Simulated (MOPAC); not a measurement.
MOPAC input (MNDO):

```
MNDO PRECISE GNORM=0.05 LET XYZ UHF MS=0.5 GEO-OK AUX(PRECISION=9) THREADS=1
H6NSi2

N    -1.70694800 1   -0.65431600 1    0.25024700 1
Si   -0.58544600 1    0.63195500 1    0.00078900 1
Si    1.53945300 1   -0.31873300 1   -0.23459500 1
H    -1.55701900 1   -1.33366500 1    0.97899900 1
H    -2.68998600 1   -0.51749200 1    0.07470100 1
H    -0.54094700 1    1.66956800 1    1.07445000 1
H    -0.99457700 1    1.33399800 1   -1.23919500 1
H     1.70708600 1   -1.56047500 1    0.56858900 1
H     2.66798200 1    0.60318400 1    0.06400800 1
```

From the output:

```
                                                       MOPAC v23.2.5 Linux

          FINAL HEAT OF FORMATION =         20.49972 KCAL/MOL =      85.77083 KJ/MOL

          COSMO AREA              =        124.24 SQUARE ANGSTROMS
          COSMO VOLUME            =        116.54 CUBIC ANGSTROMS

          GRADIENT NORM           =          0.03288          =       0.01096 PER ATOM
          IONIZATION POTENTIAL    =          7.495281 EV
          ALPHA SOMO LUMO (EV)    =         -7.495  0.972
          BETA  SOMO LUMO (EV)    =         -9.220 -0.074
          NO. OF ALPHA ELECTRONS  =         10
          NO. OF BETA  ELECTRONS  =          9
          MOLECULAR WEIGHT        =         76.2251         POINT GROUP:  C1

          MOLECULAR DIMENSIONS (Angstroms)

            Atom       Atom       Distance
            H     9    H     4     5.10402
            H     8    H     7     3.85953
            H     6    H     5     2.81568

          SCF CALCULATIONS        =         88

   ATOM   CHEMICAL          X               Y               Z
  NUMBER   SYMBOL      (ANGSTROMS)     (ANGSTROMS)     (ANGSTROMS)

     1       N         -1.70240194  *  -0.61946814  *   0.29112536  *
     2      Si         -0.50240142  *   0.57440895  *   0.05513234  *
     3      Si          1.46054490  *  -0.23505212  *  -0.11255999  *
     4       H         -2.08159144  *  -0.83770186  *   1.17760917  *
     5       H         -2.30951638  *  -0.92550369  *  -0.42649355  *
     6       H         -0.55935458  *   1.44398872  *   1.13049196  *
     7       H         -0.82732829  *   1.26820652  *  -1.09717666  *
     8       H          1.79356250  *  -1.53675163  *   0.17331678  *
     9       H          2.53798460  *   0.51501248  *  -0.51964425  *

                             CARTESIAN COORDINATES

   1    N       -1.702401936    -0.619468137     0.291125360
   2   Si       -0.502401418     0.574408949     0.055132335
   3   Si        1.460544899    -0.235052121    -0.112559993
   4    H       -2.081591441    -0.837701858     1.177609174
   5    H       -2.309516376    -0.925503692    -0.426493552
   6    H       -0.559354584     1.443988721     1.130491960
   7    H       -0.827328292     1.268206519    -1.097176657
   8    H        1.793562503    -1.536751629     0.173316776
   9    H        2.537984603     0.515012480    -0.519644251

           Empirical Formula: H6 N Si2  =     9 atoms

      MOLECULAR POINT GROUP   :   C1

          ALPHA EIGENVALUES
 -33.05153 -22.13407 -17.13905 -16.46177 -14.35564 -11.97466 -11.78360 -11.03238
  -9.38895  -7.49528   0.97168   2.13209   2.27242   2.68732   3.13024   3.34378
   6.03759   6.61849

           BETA EIGENVALUES
 -33.04984 -21.68023 -17.14278 -16.16953 -14.35173 -11.98310 -11.79410 -11.01788
  -9.22027  -0.07429   1.19926   2.21844   2.32143   2.68259   3.14320   3.81624
   6.02856   6.61078

              NET ATOMIC CHARGES AND DIPOLE CONTRIBUTIONS

  ATOM NO.   TYPE          CHARGE      No. of ELECS.   s-Pop       p-Pop
    1          N          -0.717834        5.7178     1.53940     4.17843
    2         Si           1.447031        2.5530     1.01618     1.53679
    3         Si           0.129803        3.8702     1.18982     2.68038
    4          H           0.139441        0.8606     0.86056
    5          H           0.139481        0.8605     0.86052
    6          H          -0.380638        1.3806     1.38064
    7          H          -0.379091        1.3791     1.37909
    8          H          -0.186526        1.1865     1.18653
    9          H          -0.191666        1.1917     1.19167
 DIPOLE           X         Y         Z       TOTAL
 POINT-CHG.    -1.067     0.754     0.066     1.308
 HYBRID        -0.070    -0.601     0.065     0.609
 SUM           -1.138     0.153     0.132     1.155

          ATOMIC ORBITAL ELECTRON POPULATIONS

     Atom    s        px        py        pz
    1  N   1.53940   1.43589   1.67485   1.06769
    2 Si   1.01618   0.54753   0.48141   0.50785
    3 Si   1.18982   0.93570   0.77095   0.97372
    4  H   0.86056
    5  H   0.86052
    6  H   1.38064
    7  H   1.37909
    8  H   1.18653
    9  H   1.19167

                    (SZ)    =    0.500000
                    (S**2)  =    0.764957

          ATOMIC ORBITAL SPIN POPULATIONS

    Atom   Total    s     px     py     pz
         Atomic
    1  N -0.0057 -0.002 -0.002 -0.002 -0.000
    2 Si -0.0701 -0.018 -0.039 -0.013 -0.000
    3 Si  1.1900  0.066  0.102  0.118  0.905
    4  H  0.0000  0.000
    5  H -0.0001 -0.000
    6  H -0.0033 -0.003
    7  H -0.0038 -0.004
    8  H -0.0537 -0.054
    9  H -0.0533 -0.053

 **********************
 *                    *
 * JOB ENDED NORMALLY *
 *                    *
 **********************

 == MOPAC DONE ==
```

The geometry given is a B3LYP-D3(BJ)/def2-TZVP minimum.
